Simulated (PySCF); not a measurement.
Mg(H)(SH) (H2MgS), SMILES [MgH][SH].

Geometry optimised at B3LYP-D3(BJ)/def2-TZVP.

The numbers are results of TDA-LC-ωPBE/def2-TZVPD (PySCF), not measurements.

Vertical excitations. Isolated molecule, no solvent. State labels are in the subgroup Cs.

```tsv
state	symmetry	energy (eV)	λ (nm)	f	main pairs
S1	A"	5.54	224	0.069	HOMO→LUMO+1 57 %, HOMO→LUMO 32 %
S2	A"	5.88	211	0.001	HOMO→LUMO 43 %, HOMO→LUMO+1 22 %, HOMO→LUMO+7 19 %, HOMO→LUMO+5 8 %
S3	A'	6.25	198	0.039	HOMO−1→LUMO 60 %, HOMO−1→LUMO+1 10 %
S4	A'	6.41	193	0.065	HOMO−1→LUMO+1 45 %, HOMO→LUMO+2 33 %
S5	A"	6.54	190	0.077	HOMO−1→LUMO+2 75 %
S6	A"	6.73	184	0.003	HOMO→LUMO+9 54 %
S7	A'	6.78	183	0.378	HOMO→LUMO+2 34 %, HOMO−1→LUMO+1 21 %, HOMO−1→LUMO 18 %
S8	A'	7.63	163	0.375	HOMO−2→LUMO+1 37 %, HOMO−2→LUMO 12 %, HOMO−1→LUMO+9 9 %, HOMO−1→LUMO+7 7 %
S9	A'	7.72	161	0.245	HOMO−2→LUMO 63 %
S10	A"	7.77	160	0.004	HOMO→LUMO+4 44 %, HOMO→LUMO+3 24 %, HOMO−2→LUMO+2 13 %
T1	A"	5.13	242	0	HOMO→LUMO+1 61 %, HOMO→LUMO 21 %
T2	A'	5.34	232	0	HOMO−1→LUMO+1 37 %, HOMO−1→LUMO 29 %, HOMO−1→LUMO+4 6 %
T3	A"	5.60	221	0	HOMO→LUMO 39 %, HOMO→LUMO+7 24 %, HOMO→LUMO+5 9 %, HOMO→LUMO+9 6 %
T4	A'	5.66	219	0	HOMO−1→LUMO 33 %, HOMO−1→LUMO+1 28 %, HOMO−1→LUMO+5 9 %, HOMO−2→LUMO 7 %
```
Triplets are in the Tamm–Dancoff approximation.
